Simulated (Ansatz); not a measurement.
Cartesian coordinates in Å:
```
F 1.284 -1.401 1.186
C 0.839 -2.098 -0.051
Al 0.058 -0.332 -0.134
C -1.240 0.993 0.266
C 0.055 1.529 -0.504
H 0.290 -2.978 0.279
H 1.745 -2.376 -0.585
H -2.168 1.096 -0.294
H -1.365 1.401 1.267
H -0.149 1.930 -1.496
H 0.653 2.238 0.066
```

Total charge 0; spin multiplicity 1.

**Question.** List the CAM-B3LYP/def2-TZVPP orbital energies in eV (the Gaussian-basis code of Ansatz). (Best estimate.)

**Answer.** Ansatz gave: Occupied: -1526.04, -674.39, -280.77, -277.79, -277.78, -114.13, -74.87, -74.67, -74.66, -35.37, -21.79, -21.29, -17.45, -16.21, -15.72, -15.14, -13.36, -12.97, -12.49, -10.88, -10.56, -8.90, -7.03. Lowest empty: 0.45, 0.75, 1.90, 2.22, 2.66, 3.35, 3.40, 3.83.
